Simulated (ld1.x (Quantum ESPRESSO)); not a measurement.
Configuration tests for Be (ultrasoft)

```json
{"Element": "Be (Z = 4)", "Generator": "ld1.x (Quantum ESPRESSO) 7.5", "Type": "ultrasoft", "Functional": "PBEsol", "Relativity": "non-relativistic", "Frozen core": "none", "Valence charge": "4", "Reference configuration": "1s2 2s1 2p0 (charge +1)", "Partial waves": "1s (bound): rcut 0.65, rcutus 0.80 bohr; 2s (bound): rcut 0.65, rcutus 0.80 bohr; 2p (bound, empty): rcut 3.35, rcutus 4.55 bohr; 2p channel at -0.25 Ry: rcut 3.35, rcutus 4.55 bohr; 3d channel at 0.4 Ry: rcut 3.60, rcutus 4.10 bohr", "Local potential": "all-electron potential smoothed inside 0.75 bohr (lloc = -2)", "Core correction": "none", "Augmentation charge": "PSQ, radius 0.45 bohr"}
```

Energies are relative to the spin-unpolarised reference configuration 1s2 2s1 2p0; without spin polarisation the order of configurations can differ from experiment. Not all tests gave a result: 1 of 7 tests not solved or not reliable.

Its overlap operator is not positive definite in a basis up to 400 Ry (lowest eigenvalue p -895.11), so the file is unfit for use: the generalised eigenproblem breaks down once the basis is large enough, and its test numbers describe a broken file.

```csv
valence configuration,charge,ΔE all-electron (eV),error AE − PS (meV)
1s2 2s0 2p0,+2,17.723,-0.1
1s2 2s1.5 2p0,+0.5,-5.735,0.0
1s2 2s0 2p1,+1,3.904,+102
1s2 2s1 2p1,0,-5.864,-180
1s1 2s2 2p0,+1,117.892,+265
1s2 2s0 2p2,0,-2.249,-123
```

The ghost test of this file was not conclusive.
